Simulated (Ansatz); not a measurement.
Gas-phase electronic energies from Ansatz, PBE0-D4/def2-TZVP geometries. CCSD(T)/CBS is the MP2 limit (def2-TZVPP, def2-QZVPP) plus CCSD(T) − MP2 in def2-TZVPP, frozen cores. DFT in def2-TZVPP. Open shells (•) are unrestricted, without spin–orbit coupling. One conformer a species, not always the lowest.

Reaction (homolysis of the C–C bond): `CC(C)(C)C[Si](Cl)(Cl)Cl` → `C[C](C)C`• + `[CH2][Si](Cl)(Cl)Cl`•

Q: What is ΔE at CCSD(T)/CBS? (An estimate is asked.)

A: The calculation gave: +90.0 kcal/mol.

Q: What do these levels give: revPBE-D4, r2SCANh-D4, r2SCAN0-D4, CAM-B3LYP-D4, ωB97M-V, LC-ωPBE, CCSD/def2-SVP, SCS-MP2/def2-TZVPP, CCSD(T)/def2-TZVPP, SCS-MP2/def2-QZVPP, HF/CBS(def2), MP2/CBS(def2)? (An estimate is asked.)

A: Ansatz gave: revPBE-D4 82.9, r2SCANh-D4 77.8, r2SCAN0-D4 78.0, CAM-B3LYP-D4 82.7, ωB97M-V 88.7, LC-ωPBE 80.0, CCSD/def2-SVP 86.5, SCS-MP2/def2-TZVPP 92.2, CCSD(T)/def2-TZVPP 88.7, SCS-MP2/def2-QZVPP 92.9, HF/CBS(def2) 49.6, MP2/CBS(def2) 97.2 kcal/mol.

Largest T1 diagnostic among the species: 0.011.

The D4 term adds +8.4 kcal/mol with B3LYP and +4.9 kcal/mol with PBE0; it sums over pairs of atoms, weighted by their polarisabilities, and B3LYP, whose exchange is more repulsive, gets the larger term. In def2-TZVPP, CCSD(T) changes the Hartree–Fock value by +38.7 kcal/mol (the triples alone add +4.2 kcal/mol) and MP2 by +45.9 kcal/mol; breaking electron pairs costs correlation energy, which Hartree–Fock lacks. Leaving LDA and LC-ωPBE aside and taking each functional with its dispersion term where it has one, the values, not all of them listed here, spread over 11.0 kcal/mol, from r2SCAN-D4 to ωB97M-V. LDA lies +22.4 kcal/mol from PBE without D4, its usual overbinding.

B3LYP here is the variant with VWN-RPA as its local correlation; programs differ in this.
